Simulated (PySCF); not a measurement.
Isomers of C5H6F3OP.

All values: PBE0/pcSseg-1 (PySCF) at GFN2-xTB geometries, gas phase, one conformer each.

(1) Rank by LUMO energy, highest first.
A. `[O:1]=[P@H:2]1[CH:3]=[C:4]([C:5]([F:6])([F:7])[F:8])[CH2:9][CH2:10]1` with O1–P2–C3–C4 136°, C3–C4–C9–C10 -17°, C4–C9–C10–P2 23°, O1–P2–C10–C9 -144°
B. `[O:1]=[P@@H:2]([C:3]([F:4])=[C:5]([F:6])[F:7])[CH:8]1[CH2:9][CH2:10]1` with O1–P2–C3–F4 -167°, O1–P2–C8–C9 24°
C. `[CH3:1]/[CH:2]=[CH:3]/[P@H:4](=[O:5])[C:6]([F:7])=[C:8]([F:9])[F:10]` with C2–C3–P4–O5 1°, C3–P4–C6–F7 -57°
D. `[CH2:1]=[CH:2][C@@H:3]1[CH2:4][P@:5]1(=[O:6])[C:7]([F:8])([F:9])[F:10]` with C1–C2–C3–C4 -150°
E. `[CH3:1][C:2](=[O:3])[CH2:4]/[P:5]=[CH:6]/[C:7]([F:8])([F:9])[F:10]` with C1–C2–C4–P5 -85°, C2–C4–P5–C6 -58°

(2) Rank by dipole moment, lowest first.
A. `[O:1]=[P@H:2]1[CH:3]=[C:4]([C:5]([F:6])([F:7])[F:8])[CH2:9][CH2:10]1` with O1–P2–C3–C4 136°, C3–C4–C9–C10 -17°, C4–C9–C10–P2 23°, O1–P2–C10–C9 -144°
B. `[CH2:1]=[CH:2][C@@H:3]1[CH2:4][P@:5]1(=[O:6])[C:7]([F:8])([F:9])[F:10]` with C1–C2–C3–C4 -150°
C. `[CH3:1][C:2](=[O:3])[CH2:4]/[P:5]=[CH:6]/[C:7]([F:8])([F:9])[F:10]` with C1–C2–C4–P5 -85°, C2–C4–P5–C6 -58°
D. `[CH3:1]/[CH:2]=[CH:3]/[P@H:4](=[O:5])[C:6]([F:7])=[C:8]([F:9])[F:10]` with C2–C3–P4–O5 1°, C3–P4–C6–F7 -57°

(3) Rank by the highest IAO charge on any atom, highest value first.
A. `[CH3:1]/[CH:2]=[CH:3]/[P@H:4](=[O:5])[C:6]([F:7])=[C:8]([F:9])[F:10]` with C2–C3–P4–O5 1°, C3–P4–C6–F7 -57°
B. `[CH2:1]=[CH:2][P@:3]([CH3:4])(=[O:5])[C:6]([F:7])=[C:8]([F:9])[F:10]` with C1–C2–P3–C4 132°, C2–P3–C6–F7 -119°
C. `[CH3:1][C:2](=[O:3])[CH2:4]/[P:5]=[CH:6]/[C:7]([F:8])([F:9])[F:10]` with C1–C2–C4–P5 -85°, C2–C4–P5–C6 -58°
D. `[CH2:1]=[CH:2][C@@H:3]1[CH2:4][P@:5]1(=[O:6])[C:7]([F:8])([F:9])[F:10]` with C1–C2–C3–C4 -150°

## Answers

(1) B (-0.30 eV), D (-0.68 eV), C (-0.93 eV), A (-1.54 eV), E (-2.75 eV).

(2) A (3.21 D), D (3.55 D), B (3.86 D), C (4.18 D).

(3) B (+1.529 e), A (+1.433 e), D (+1.413 e), C (+0.807 e).

All values together:

```
                      SMILES  μ (D)  HOMO (eV)  LUMO (eV)  lowest IAO charge (e)  highest IAO charge (e)  lowest Hirshfeld charge (e)  highest Hirshfeld charge (e)
   O=[P@@H](C(F)=C(F)F)C1CC1   3.24      -7.85      -0.30             -0.904 (O)              +1.427 (P)                   -0.380 (O)                    +0.404 (P)
        CC(=O)C/P=C/C(F)(F)F   4.18      -7.61      -2.75             -0.502 (C)              +0.807 (C)                   -0.226 (O)                    +0.246 (C)
   C/C=C/[P@H](=O)C(F)=C(F)F   3.55      -7.78      -0.93             -0.905 (O)              +1.433 (P)                   -0.384 (O)                    +0.393 (P)
    O=[P@H]1C=C(C(F)(F)F)CC1   3.21      -8.11      -1.54             -0.900 (O)              +1.418 (P)                   -0.398 (O)                    +0.414 (P)
C=C[C@@H]1C[P@]1(=O)C(F)(F)F   3.86      -7.34      -0.68             -0.850 (O)              +1.413 (P)                   -0.366 (O)                    +0.382 (P)
    C=C[P@](C)(=O)C(F)=C(F)F   3.66      -7.64      -1.01             -0.908 (O)              +1.529 (P)                   -0.391 (O)                    +0.417 (P)
```

Conformers: `[O:1]=[P@@H:2]([C:3]([F:4])=[C:5]([F:6])[F:7])[CH:8]1[CH2:9][CH2:10]1` with O1–P2–C3–F4 -167°, O1–P2–C8–C9 24°; `[CH3:1][C:2](=[O:3])[CH2:4]/[P:5]=[CH:6]/[C:7]([F:8])([F:9])[F:10]` with C1–C2–C4–P5 -85°, C2–C4–P5–C6 -58°; `[CH3:1]/[CH:2]=[CH:3]/[P@H:4](=[O:5])[C:6]([F:7])=[C:8]([F:9])[F:10]` with C2–C3–P4–O5 1°, C3–P4–C6–F7 -57°; `[O:1]=[P@H:2]1[CH:3]=[C:4]([C:5]([F:6])([F:7])[F:8])[CH2:9][CH2:10]1` with O1–P2–C3–C4 136°, C3–C4–C9–C10 -17°, C4–C9–C10–P2 23°, O1–P2–C10–C9 -144°; `[CH2:1]=[CH:2][C@@H:3]1[CH2:4][P@:5]1(=[O:6])[C:7]([F:8])([F:9])[F:10]` with C1–C2–C3–C4 -150°; `[CH2:1]=[CH:2][P@:3]([CH3:4])(=[O:5])[C:6]([F:7])=[C:8]([F:9])[F:10]` with C1–C2–P3–C4 132°, C2–P3–C6–F7 -119°.
